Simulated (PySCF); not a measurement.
C2H3ClF2Si, SMILES F/C=C\[Si@H](F)Cl. Heavy atoms are numbered as in [F:1]/[CH:2]=[CH:3]\[Si@H:4]([F:5])[Cl:6]. Hydrogens are named by the atom that carries them.

Coordinates come from a PBE0-D3(BJ)/def2-SVP optimisation. The structure was generated by enumeration; whether it is a known compound was not checked. One conformer was computed; it need not be the lowest.

Level of theory: PySCF with r2SCAN/def2-TZVP.

ESP charges are fitted to the potential on shells at 1.4 to 2.0 van der Waals radii. Atomic charges (e), one atom of each kind:

```json
[
 {"atom": "F1", "Mulliken": "-0.18", "IAO": "-0.25", "ESP fit": "-0.09"},
 {"atom": "C2 (CH)", "Mulliken": "0.13", "IAO": "0.20", "ESP fit": "0.08"},
 {"atom": "C3 (CH)", "Mulliken": "-0.35", "IAO": "-0.57", "ESP fit": "-0.39"},
 {"atom": "Si4 (SiH)", "Mulliken": "0.72", "IAO": "1.26", "ESP fit": "0.45"},
 {"atom": "F5", "Mulliken": "-0.32", "IAO": "-0.53", "ESP fit": "-0.20"},
 {"atom": "Cl6", "Mulliken": "-0.25", "IAO": "-0.32", "ESP fit": "-0.15"},
 {"atom": "H on C2", "Mulliken": "0.12", "IAO": "0.16", "ESP fit": "0.14"},
 {"atom": "H on C3", "Mulliken": "0.14", "IAO": "0.19", "ESP fit": "0.20"},
 {"atom": "H on Si4", "Mulliken": "-0.02", "IAO": "-0.14", "ESP fit": "-0.03"}
]
```

Computed Mayer and Wiberg (Löwdin basis) orders of the bonds:
| bond | Mayer | Wiberg |
|---|---|---|
| F1–C2 | 1.05 | 1.80 |
| C2–C3 | 1.82 | 2.11 |
| C3–Si4 | 1.00 | 1.13 |
| Si4–F5 | 1.10 | 1.70 |
| Si4–Cl6 | 1.15 | 1.83 |
